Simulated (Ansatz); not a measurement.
Coupled-cluster diagnostics for BiMe2H (C₂H₇Bi), Ansatz.

Geometry of the singlet (PBE-D4/def2-SVP):

```xyz
10

Bi   -0.384   -1.061   -0.875
C    -0.770    1.211   -0.878
C     1.160   -0.894    0.827
H     0.089    1.710   -1.366
H    -0.873    1.568    0.163
H    -1.694    1.425   -1.446
H     1.328   -1.894    1.270
H     0.783   -0.197    1.599
H     2.108   -0.512    0.404
H    -1.746   -1.357    0.302
```

In the def2 sets Bi takes a core potential; there is no spin–orbit coupling. Correlated methods freeze 6 core orbitals; core or outer-core shells of Bi are correlated, in sets that lack core-valence functions.

Task: Estimate the CCSD(T) correlation energy, the shares of MP2 and (T), T1 and the reference's ⟨S²⟩ for: charge 0, singlet, own geometry in def2-TZVP; and the rough time on 2 threads of Intel Xeon Platinum 8559C on a shared host.

Result: 
```csv
state,basis,correlation (eV),MP2 share (%),(T) share (%),T1,⟨S²⟩ (pure),wall time
"charge 0, singlet, own geometry",def2-TZVP,-22.581,95.9,3.2,0.013,0.00 (0.00),21 s
```
Customary marks for T1 are 0.02 (closed shells), 0.045 (open shells) and about 0.05 (3d metals). T1 stays under 0.02 throughout.
